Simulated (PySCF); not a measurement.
Species: GeCl3(OSiMe3), C3H9Cl3GeOSi.
SMILES: `C[Si](C)(C)[O][Ge]([Cl])([Cl])[Cl]`

Level of theory: PySCF, PBE0-D3(BJ)/def2-SVP geometry optimisation, gas phase.

Take the most abundant isotopes and a rigid rotor. 

Task: What are A, B and C (MHz)?

Result: Ia = 558.78, Ib = 1133.24, Ic = 1156.10 u·Å²; 505379 MHz·u·Å²/I gives A = 904.4, B = 446.0, C = 437.1 MHz.

Task: What kind of rotor is it?

Result: A near-prolate asymmetric top. Ray's parameter κ = (2B − A − C)/(A − C) = -0.962; −1 is the prolate and +1 the oblate limit.

Task: Is it planar, by Δ = Ic − Ia − Ib?

Result: Not planar: Δ = Ic − Ia − Ib = -535.93 u·Å². For a rigid frame Δ = −2 Σ m c², so Σ m c² = 267.96 u·Å² lies off the ab plane: 21.88 from hydrogen and 246.08 from heavier atoms. The atom farthest from that plane is 2.48 Å away.

Task: Where do the levels up to J = 5 lie, in MHz?

Result: Above 0(0,0):
J = 1: 1(0,1) 883, 1(1,1) 1342, 1(1,0) 1350
J = 2: 2(0,2) 2649, 2(1,2) 3099, 2(1,1) 3125, 2(2,1) 4501, 2(2,0) 4501
J = 3: 3(0,3) 5298, 3(1,3) 5735, 3(1,2) 5788, 3(2,2) 7150, 3(2,1) 7151, 3(3,1) 9465, 3(3,0) 9465
J = 4: 4(0,4) 8829, 4(1,4) 9249, 4(1,3) 9338, 4(2,3) 10682, 4(2,2) 10684, 4(3,2) 12997, 4(3,1) 12997, 4(4,1) 16237, 4(4,0) 16237
J = 5: 5(0,5) 13242, 5(1,5) 13642, 5(1,4) 13775, 5(2,4) 15098, 5(2,3) 15102, 5(3,3) 17413, 5(3,2) 17413, 5(4,2) 20653, 5(4,1) 20653, 5(5,1) 24819, 5(5,0) 24819

Task: Which types of transition are allowed, and where do some lines up to J = 3 fall?

Result: The dipole components are |μa| = 2.28 D, |μb| = 0.01 D, |μc| = 0.22 D. Intensities carry the squares of the components, which stand as 1.00 : 0.00 : 0.01 (a : b : c). Some lines, for components of 0.1 D or more:

| type | branch | J(Ka,Kc) | MHz | lower level (cm⁻¹) |
| --- | --- | --- | --- | --- |
| c | Q | 2(1,2) ← 2(0,2) | 450 | 0.088 |
| c | Q | 1(1,1) ← 1(0,1) | 458 | 0.029 |
| a | R | 1(0,1) ← 0(0,0) | 883 | 0.000 |
| c | R | 1(1,0) ← 0(0,0) | 1350 | 0.000 |
| c | Q | 3(2,2) ← 3(1,2) | 1362 | 0.193 |
| a | R | 2(0,2) ← 1(0,1) | 1766 | 0.029 |
| a | R | 3(2,2) ← 2(2,1) | 2649 | 0.150 |
| a | R | 3(1,2) ← 2(1,1) | 2662 | 0.104 |
| c | R | 3(1,2) ← 2(0,2) | 3139 | 0.088 |
| c | R | 3(3,1) ← 2(2,1) | 4964 | 0.150 |

Task: Estimate the classical rotational partition function at 10 K, 50 K and 200 K.

Result: Point group C1, symmetry number σ = 1; q = (√π/σ)·√((kT/h)³/(ABC)), k/h = 20836.6 MHz/K: 12700 at 10 K, 142000 at 50 K, 1140000 at 200 K.

Not checked by PBE0-D3(BJ)/def2-SVP frequencies. Constants of a rigid frame at the computed geometry: no zero-point averaging, no centrifugal distortion. A rigid rotor knows nothing of internal rotation, which can split or shift real lines. Quadrupole hyperfine structure (35Cl) is left out.

On 2 threads of an Intel Xeon Platinum 8175M at 2.50 GHz, on a shared host, this took 8.1 min wall, 19 min CPU and 1.3 GiB of memory at its peak. That covers the optimisation of the geometry.
